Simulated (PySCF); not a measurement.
Numbering as in the mapped SMILES `[CH3:1][C:2](=[O:3])/[C:4]([CH2:5][C:6]#[N:7])=[C:8](\[CH3:9])[O-:10]` (H(Xn): hydrogen on atom n).

Geometry: PBE0-D3(BJ)/def2-SVP; GIAO shifts from PySCF 2.14.0 with density-fitted response routines, gas phase, non-relativistic, averaged over equivalent atoms.

At B97-2/pcSseg-1 (210 basis functions, 41 s wall time on 1 thread of an Arm Neoverse V1, shared host):
| atoms | δ (ppm) |
| --- | --- |
| C2/C8 | 178.6 |
| C6 | 128.6 |
| C4 | 101.0 |
| C1/C9 | 32.6 |
| C5 | 16.1 |
| O3/O10 | 486.5 |
| N7 | 264.0 |
| H(C5) | 3.14 |
| H(C1)/H(C9) | 1.92 |

δ = σ(ref) − σ, references computed at the same level: TMS for $^{13}$C (σref 183.69), $^{1}$H (σref 31.38); H2O for $^{17}$O (σref 331.62); NH3 for $^{15}$N (σref 262.91).

**Question.** Predict the values at PBE0/pcSseg-1 on the same geometry.

**Answer.** 
```json
{"atoms": "C2/C8", "δ at PBE0/pcSseg-1": "182.3", "change": "+3.7"}
{"atoms": "C6", "δ at PBE0/pcSseg-1": "131.6", "change": "+3.0"}
{"atoms": "C4", "δ at PBE0/pcSseg-1": "102.9", "change": "+1.9"}
{"atoms": "C1/C9", "δ at PBE0/pcSseg-1": "32.9", "change": "+0.3"}
{"atoms": "C5", "δ at PBE0/pcSseg-1": "15.9", "change": "-0.2"}
{"atoms": "O3/O10", "δ at PBE0/pcSseg-1": "500.4", "change": "+13.9"}
{"atoms": "N7", "δ at PBE0/pcSseg-1": "272.8", "change": "+8.8"}
{"atoms": "H(C5)", "δ at PBE0/pcSseg-1": "3.14", "change": "+0.00"}
{"atoms": "H(C1)/H(C9)", "δ at PBE0/pcSseg-1": "1.93", "change": "+0.01"}
```

Chemical shifts δ = σref − σ; $^{13}$C (σref 184.41), $^{1}$H (σref 31.27) against TMS; $^{17}$O (σref 334.56) vs H2O; $^{15}$N (σref 265.67) vs NH3, all at this level.

The largest change is at O3/O10 (oxygen of a delocalised unit). Cost: 210 basis functions, 44 s wall time on 1 thread of an Arm Neoverse V1, shared host. The order of the carbon signals is the same at both levels.

Unscaled 17O shifts of doubly bonded oxygen tend to come out too high, by tens of ppm or more. Experimental scales use liquid or dissolved standards, which lie at an offset from isolated NH3 (liquid NH3: subtract about 20 ppm) and H2O (liquid H2O: subtract about 36 ppm). Unscaled 15N shifts of sp2 nitrogen come out 20 to 40 ppm too high even then.
